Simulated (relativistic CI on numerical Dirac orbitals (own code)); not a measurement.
**Ni2+ in a cubic cluster: 2p photoemission with charge transfer**

Computed with a charge-transfer multiplet model of a cubic metal-ligand cluster with up to 2 ligand holes, Slater and spin-orbit integrals from Dirac-Coulomb-Breit ions, Slater integrals scaled by 0.8. The ground state mixes d8 with configurations of k ligand holes L, whose averages lie at kΔ + k(k − 1)U_dd/2; a core hole lowers each added d electron by U_cd. 300 K, Lorentzian 0.6 eV and Gaussian 0.8 eV FWHM.

Atomic integrals in eV (Slater integrals scaled, ζ unscaled), ground: F2dd 9.736, F4dd 6.042, zeta_d 0.080; with the core hole: F2dd 11.178, F4dd 6.982, zeta_d 0.114, zeta_core 11.406, F2cd 6.704, G1cd 5.115, G3cd 2.909.

Cluster parameters (eV): Δ = 1.8, U_dd = 6.8, 10Dq = 0.9, 10Dq(ligand) = 0.5, V(eg) = 1.3, V(t2g) = -0.64, final-state hopping factor = 1.

```
          Case   n_d    d8   d9L  d10L2     S
 U_cd = 6.8 eV  8.19  0.81  0.18   0.00  1.00
 U_cd = 7.4 eV  8.19  0.81  0.18   0.00  1.00
   U_cd = 8 eV  8.19  0.81  0.18   0.00  1.00
 U_cd = 8.6 eV  8.19  0.81  0.18   0.00  1.00
U_cd = 10.4 eV  8.19  0.81  0.18   0.00  1.00
```

Weights, n_d and S are thermal averages at 300 K. Binding energies count from the first peak over 30 % of the highest in each spectrum, which can be another peak from case to case. The parameters are a model scan and need not match a compound or its usual spin state. Peaks in eV (height, largest 100):
- U_cd = 6.8 eV: 0.0 (100), 4.4 (72), 6.8 (29), 9.1 (15), 17.5 (44), 21.9 (36), 24.1 (29)
- U_cd = 7.4 eV: 0.0 (100), 4.5 (74), 6.5 (40), 9.6 (18), 17.5 (44), 21.7 (34), 24.5 (38)
- U_cd = 8 eV: 0.0 (100), 4.4 (68), 6.1 (50), 7.1 (53), 10.3 (20), 17.5 (45), 21.5 (35), 25.1 (46)
- U_cd = 8.6 eV: 0.0 (100), 4.3 (63), 6.7 (64), 7.7 (67), 10.9 (23), 17.5 (45), 21.3 (38), 25.7 (55)
- U_cd = 10.4 eV: 0.0 (79), 3.6 (50), 4.8 (56), 8.9 (100), 9.9 (100), 13.2 (31), 17.2 (36), 21.3 (49), 28.0 (78)

For the case U_cd = 8.6 eV, Δ = 1.8 eV is smaller than U_dd = 6.8 eV, the charge-transfer side of the Zaanen-Sawatzky-Allen scheme. With the core hole the configuration with one ligand hole lies at Δ − U_cd = -5.0, -5.6, -6.2, -6.8, -8.6 eV from the one without, in the order of the table; where this is negative the screened configuration lies lower.
